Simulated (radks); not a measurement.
Species: Si II. Configuration: [Ne] 3s2 3p0.75 4s0.25 (fractional occupations, a model configuration). Calculated with a radial shooting solver on a logarithmic mesh with Libxc functionals: non-relativistic Kohn-Sham, PBE, spin-polarised, spherical densities, point nucleus; open shells are filled with parallel spins first.

Normalised radial functions P(r) = r R(r), r in bohr:

r           3s up  3s down
0.007016   0.0513   0.0518
0.00921    0.0652   0.0659
0.01209    0.0821   0.0829
0.01587    0.1019   0.1030
0.02083    0.1242   0.1255
0.02712    0.1470   0.1485
0.0356     0.1690   0.1708
0.04672    0.1849   0.1868
0.06133    0.1879   0.1898
0.07986    0.1699   0.1716
0.1048     0.1206   0.1218
0.1376     0.0340   0.0343
0.1806    -0.0865  -0.0875
0.237     -0.2209  -0.2233
0.3087    -0.3267  -0.3300
0.4051    -0.3572  -0.3606
0.5318    -0.2623  -0.2642
0.698     -0.0330  -0.0319
0.9089     0.2717   0.2764
1.193      0.5726   0.5789
1.566      0.7523   0.7539
2.055      0.7315   0.7276
2.698      0.5303   0.5269
3.513      0.2864   0.2874
4.611      0.1063   0.1079
6.053      0.0252   0.0257
7.945      0.0034   0.0034
10.34      0.0002   0.0002
13.58      0.0000   0.0000
17.82      0.0000   0.0000

3s up: eigenvalue -20.365 eV, 2 radial nodes at r = 0.150, 0.720 bohr, <r> = 2.04 bohr, 90 % of the charge inside 3.06 bohr. 3s down: eigenvalue -19.434 eV, 2 radial nodes at r = 0.150, 0.719 bohr, <r> = 2.04 bohr, 90 % of the charge inside 3.07 bohr.
